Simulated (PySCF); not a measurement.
# Dipole response of Mn²⁺ (manganese, charge +2)

[Ar] 3d4 4s1, high-spin 6D determinant (an excited configuration). Computed with PySCF 2.14 in aug-cc-pwCVTZ-DK with one added diffuse shell each of s, p, d, f, g type (11s10p8d5f4g, 152 functions), with scalar relativity by spin-free X2C-1e. Coupled (time-dependent) response in atomic units; α is the mean over directions.

```json
{"method": "M06", "mean α (bohr³)": "15.59", "α xx, yy, zz": "15.81, 15.81, 15.16", "C₆ (like pair)": "58.43", "S(−4)": "216.1"}
```

S(−4) is the Cauchy moment in α(ω) = α(0) + S(−4) ω² + …

α(iu) at M06:

```csv
u (hartree),α(iu) (bohr³)
0,15.59
0.0500,15.07
0.100,13.73
0.200,10.33
0.300,7.603
0.500,4.625
0.750,3.039
1.00,2.266
1.50,1.497
2.00,1.096
3.00,0.6719
5.00,0.3292
```

A single London oscillator, α(iu) = α/(1 + u²/ω²), gives C₆ = (3/4) ω α². Matching the computed C₆ needs ω = 4 × 58.43 / (3 × 15.59²) = 0.321 hartree.

For an ion, C₆ is the dispersion term alone; charge-induced terms of lower order in 1/R come first.

The components differ because the open shell of this determinant is not spherical; for a pure term their mean is the scalar polarisability.
